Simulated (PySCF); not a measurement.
Compound: AsBH₆.
Z-matrix (Å and degrees, PBE0-D3(BJ)/def2-SVP geometry), rows numbered from 1:
```
B 
As  1  2.0479
H   1  1.2191  2  102.95
H   1  1.2196  2  102.46  3  -120.02
H   1  1.2194  2  102.66  3   120.15
H   2  1.5098  1  119.01  3   -60.92
H   2  1.5096  1  118.45  3   179.10
H   2  1.5097  1  118.76  3    59.35
```

The calculation used PySCF, TDDFT CAM-B3LYP/def2-SVPD, vertical, gas phase, core orbitals frozen in the response. Relativistic effects, spin–orbit coupling among them, are left out although an element past zinc is present.

Kohn–Sham orbitals with the atoms that hold most of them (Löwdin shares over 4%, at most four atoms; ? is withheld):

```
orbital  ε (eV)                            atoms
 LUMO+2    1.30   As2 46%, H6 20%, H8 15%, H7 8%
 LUMO+1    1.29   As2 47%, H7 19%, H8 13%, H6 9%
   LUMO       ?  As2 38%, H6 15%, H8 15%, H7 15%
   HOMO  -10.03   B1 42%, H4 26%, H5 16%, As2 8%
 HOMO-1  -10.03   B1 42%, H3 25%, H5 15%, As2 8%
 HOMO-2  -10.13    As2 35%, B1 30%, H3 8%, H5 7%
 HOMO-3  -13.16   As2 45%, H7 22%, H8 22%, B1 6%
```

Task: What is the LUMO energy, and the HOMO–LUMO gap?

Result: ε(LUMO) = 0.56 eV; the gap is 10.59 eV (0.3893 hartree).

Within 0.005 eV of a neighbour in this list lie HOMO-1/HOMO (point group found: C3v); within a degenerate set the shares of single atoms can hang on how the components are chosen.

Task: How does S1 compare with the orbital gap of 10.59 eV?

Result: S1 is at 7.61 eV (f = 0.072), 2.98 eV below the gap, made of HOMO-2→LUMO (89%). Its leading pair isn't HOMO and LUMO; the energies of that pair differ by 10.69 eV. Without the coupling terms of the response equations the lowest excitation would equal the gap.

Next come S2 at 7.71 eV (f 0.0018), HOMO-1/HOMO→LUMO (≥92%); S3 at 7.71 eV (f 0.0020), HOMO-1/HOMO→LUMO (≥91%); S4 at 7.92 eV (f 0.018), HOMO-2→LUMO+1/LUMO+2 (≥77%); S5 at 7.93 eV (f 0.018), HOMO-2→LUMO+1/LUMO+2 (≥83%).

Orbitals of the list HOMO-3 to LUMO+2 that lie within 0.01 eV of each other are written together with a slash and their weights summed (≥ marks a lower bound); for degenerate orbitals outside that list single weights are arbitrary.

Löwdin shares depend on the basis, the more so with diffuse functions.
